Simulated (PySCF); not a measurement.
# Electron correlation in Zn⁺ (zinc, charge +1)

Starting occupation: [Ar] 3d10 4s1, 4s1/2 with m_j = +1/2. All numbers are calculated (PySCF 2.14, X2C-1e with screened-nucleus spin-orbit coupling, Gaussian nucleus, in x2c-SVPall-2c (5s5p3d1f, 42 functions)). Frozen: [Ne]; 19 electrons correlated; the 6 highest virtual spinors left out.

MP2 pair energies summed by pair of shells (mhartree):

```csv
pair,energy,share (%)
3d3/2-3d5/2,-132.19,33.5
3d5/2-3d5/2,-90.84,23.0
3d3/2-3d3/2,-37.87,9.6
3d5/2-3p3/2,-29.48,7.5
3d3/2-3p3/2,-20.39,5.2
3d5/2-3p1/2,-15.64,4.0
3p1/2-3p3/2,-15.19,3.8
3p3/2-3p3/2,-14.76,3.7
3d3/2-3p1/2,-9.47,2.4
3d5/2-4s1/2,-5.91,1.5
3d5/2-3s1/2,-5.66,1.4
3d3/2-4s1/2,-3.80,1.0
3d3/2-3s1/2,-3.79,1.0
3p1/2-3p1/2,-3.62,0.9
3p3/2-3s1/2,-2.46,0.6
3s1/2-3s1/2,-1.47,0.4
3p1/2-3s1/2,-1.23,0.3
3p3/2-4s1/2,-0.67,0.2
3p1/2-4s1/2,-0.32,0.1
3s1/2-4s1/2,-0.08,0.0
```

Total MP2 correlation energy: -394.84 mhartree.

This basis was not built for core-valence correlation, so the inner-shell part is incomplete.
